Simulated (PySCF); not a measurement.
# Ho³⁶⁺: fine-structure interval

Ho³⁶⁺ [Ar] 3d10 4s2 4p1 [4p1/2^1, M_J = 1/2] → Ho³⁶⁺ [Ar] 3d10 4s2 4p1 [4p3/2^1, M_J = 3/2], as a difference of total energies. All numbers are calculated (PySCF 2.14, the two-component X2C-1e Hamiltonian, in an uncontracted even-tempered set (17 s from 3.9 bohr⁻², ratio 2.8; 13 p from 5.1 bohr⁻², ratio 2.8; 8 d from 9 bohr⁻², ratio 2.8; 4 f from 22 bohr⁻², ratio 3)). Correlated levels: [Ne] frozen; the 74 highest virtual spinors dropped. "Screened" scales the spin-orbit matrix elements by Boettger's factors to mimic the two-electron term; Breit and QED terms are absent.

```json
{"method": "GHF (screened spin-orbit)", "fine-structure interval (cm⁻¹)": "467290"}
{"method": "GMP2 (screened spin-orbit)", "fine-structure interval (cm⁻¹)": "465090"}
{"method": "GHF (bare spin-orbit)", "fine-structure interval (cm⁻¹)": "482880"}
```
